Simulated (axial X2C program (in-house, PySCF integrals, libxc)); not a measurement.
**Bond lengths and stretching modes, held linear, of OFeO**

Computed with an in-house all-electron X2C program for linear molecules (integrals from PySCF): two-component X2C with atomic mean-field Coulomb and Gaunt terms, Gaussian nuclei, basis O dyall-av3z, Fe dyall-v3z with contracted cores. Spin-free rows use the one-electron spin-free X2C Hamiltonian.

Masses O 15.995, Fe 55.935, O 15.995 u. States: 2c Ω = 3 (beyond evenly filled blocks: ω = 1/2, ω = 5/2); spin-free M_S = 1, Λ = 2 (beyond evenly filled blocks: σα, δ+α, δ+β, δ-α).

r2SCAN, 2c: energies above the lowest point

| r(O–Fe) (Å) | r(Fe–O) (Å) | E (meV) |
| --- | --- | --- |
| 1.5542 | 1.5542 | 78.15 |
| 1.5542 | 1.5940 | 35.23 |
| 1.5542 | 1.6339 | 58.06 |
| 1.5940 | 1.5542 | 35.23 |
| 1.5940 | 1.5940 | 0.00 |
| 1.5940 | 1.6339 | 29.72 |
| 1.5940 | 1.6737 | 105.51 |
| 1.6339 | 1.5542 | 58.06 |
| 1.6339 | 1.5940 | 29.72 |
| 1.6339 | 1.6339 | 66.14 |
| 1.6737 | 1.5940 | 105.51 |
| 1.6737 | 1.6737 | 235.94 |

Fit a quadratic surface with cubic terms in each bond: where is the minimum, and what are the two stretching wavenumbers?

At r2SCAN, 2c: bonds 1.594 and 1.594 Å; harmonic stretches 875.1 and 990.7 cm⁻¹; force constants 6.55, 6.55 and coupling 0.67 mdyn/Å.

The other levels and Hamiltonians give:

```tsv
Hamiltonian	level	r(O–Fe) (Å)	r(Fe–O) (Å)	lower stretch (cm⁻¹)	upper stretch (cm⁻¹)
spin-free	PBE0	1.593	1.593	812.9	872.2
spin-free	r2SCAN	1.593	1.593	878.5	991.4
```

Each state is one determinant, the lowest of a limited PBE0 search; the stretches come from a fit to these few points and carry an uncertainty of a few per cent. Other orders of the atoms were not compared. Left out for rough or failed fits: PBE0 2c, HF 2c, MP2 2c, HF spin-free, MP2 spin-free. The molecule was held linear; bending was not examined, so a bent shape may lie lower. Open-shell Ω = 0 determinants with evenly filled partner blocks cannot be reached by this program, so the Ω shown need not be the lowest component. Note: functional without a current term on a determinant with orbital currents, of the molecule or an atom. Note: several unpaired electrons, one determinant need not be a pure state.
